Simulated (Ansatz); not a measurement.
Born–Oppenheimer molecular dynamics of BClFH$_{4}$P (8 atoms, charge 0, multiplicity 1). It starts at the highest image of a converged band. Of that band: Neighbouring images differ by up to 2.1 eV, so the band resolves the path poorly. A vibrational analysis at the climbing image gives one clearly imaginary mode, 1556i cm⁻¹: a first-order saddle point.

All numbers below come from RHF/def2-mTZVP (Ansatz 0.2.0).

```yaml
ensemble: NVE (velocity Verlet)
time_step: 0.5 fs
steps_asked: 200
starting_velocities_drawn_for: 300 K
seed: 11284
```

First frame:

```xyz
8
Properties=species:S:1:pos:R:3
B -0.068 -0.322 0.173
H -0.177 0.357 1.277
F 1.144 -0.127 -0.348
Cl -1.544 0.074 -0.792
P -0.240 -2.390 0.949
H -0.756 -2.730 -0.304
H 1.112 -2.634 0.672
H -0.217 -0.656 1.411
```

Problem. How far do the bonds stretch over the last three quarters of this one trajectory? (Pairs bonded in most of those frames.)

Solution. 
```json
{"bond": "B1–F3", "mean (Å)": "1.311", "spread (Å)": "0.019", "shortest": "1.27", "longest": "1.34"}
{"bond": "B1–Cl4", "mean (Å)": "1.803", "spread (Å)": "0.070", "shortest": "1.66", "longest": "1.90"}
{"bond": "B1–P5", "mean (Å)": "1.959", "spread (Å)": "0.111", "shortest": "1.80", "longest": "2.18"}
{"bond": "H2–H8", "mean (Å)": "0.736", "spread (Å)": "0.018", "shortest": "0.71", "longest": "0.76"}
{"bond": "P5–H6", "mean (Å)": "1.411", "spread (Å)": "0.062", "shortest": "1.32", "longest": "1.51"}
{"bond": "P5–H7", "mean (Å)": "1.409", "spread (Å)": "0.013", "shortest": "1.39", "longest": "1.43"}
```

Mean temperature of the second half: 2762 K. The conserved energy stayed within 0.23 meV per atom of its start (net change 0.091 meV per atom), so the integration is sound. The kinetic energy rose, since the run started high on the potential surface and went downhill. It ends in pieces (BClFH2P + H2), so much of that is their flight and rotation, not heat. A run of 0.1 ps of so small a system gives no equilibrium averages. The orbitals stay closed-shell, which can raise the energy where a bond breaks towards radicals; this wasn't checked here.

Time of the run: 4.7 min on 2 threads of Arm Neoverse N1, on a shared host, peak memory 0.17 GiB.
